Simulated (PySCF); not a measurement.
Gas-phase equilibrium of 1 mol SnCl4, 0.21 mol H2O at 1200 K and 0.0100 bar, among 27 species (ClO, SnCl4, O2, HCl, O, SnH2, HO2, SnO, SnHCl3, SnCl3, H2O, H, HOCl, H2O2, O3, H2, SnH4, SnCl2, SnH2Cl2, Cl, Cl2, SnO2, SnH3Cl, Sn2O2, SnHCl, Sn(OH)2, OH). Only gases are allowed; each row takes one source of thermochemistry for all species, and Cantera finds the minimum.

Computed with PySCF and rigid-rotor harmonic-oscillator thermochemistry at 1 bar. † marks an energy on the PBE0/def2-TZVP geometry and frequencies; other levels use their own. Open shells (unrestricted) among the columns below: O2 (multiplicity 3), Cl (multiplicity 2, electronic degeneracy 6); the rest are closed-shell singlets. Spin-orbit splitting is ignored; it lowers the true energy and changes the entropy of Cl. Sn: scalar-relativistic def2 core potential, no spin-orbit coupling. The harmonic model lacks anharmonicity and excited electronic states, which grow with temperature; levels with a mode under 35 cm⁻¹ are left out. Soft modes under 120 cm⁻¹ make the harmonic entropy rough for SnCl4, SnCl2.

Molecules larger than those listed are left out. Also missing: (SnO)n, which can matter at low temperature or high pressure.

Mole fractions:

| thermochemistry | x SnCl4 | x HCl | x SnCl2 | x O2 | x Cl2 | x H2O | x Cl |
|---|---|---|---|---|---|---|---|
| PBE0/def2-QZVP† | 0.45 | 0.26 | 0.17 | 0.065 | 0.040 | 0.0012 | 0.0085 |
| PBE0/def2-TZVP | 0.46 | 0.26 | 0.17 | 0.066 | 0.036 | 0.00063 | 0.0089 |
| r2SCAN/def2-TZVP† | 0.50 | 0.27 | 0.15 | 0.067 | 0.011 | 0.00075 | 0.0052 |
| LDA/def2-TZVP† | 0.48 | 0.25 | 0.16 | 0.063 | 0.037 | 0.0091 | 6.5e-5 |
| ωB97M-V/def2-TZVP† | 0.50 | 0.26 | 0.15 | 0.066 | 0.014 | 0.0035 | 0.0045 |
The most sensitive of these is Cl: it spans a factor of 10^2.1 over these rows; at this temperature one factor of ten is RT ln 10 = 23 kJ/mol.
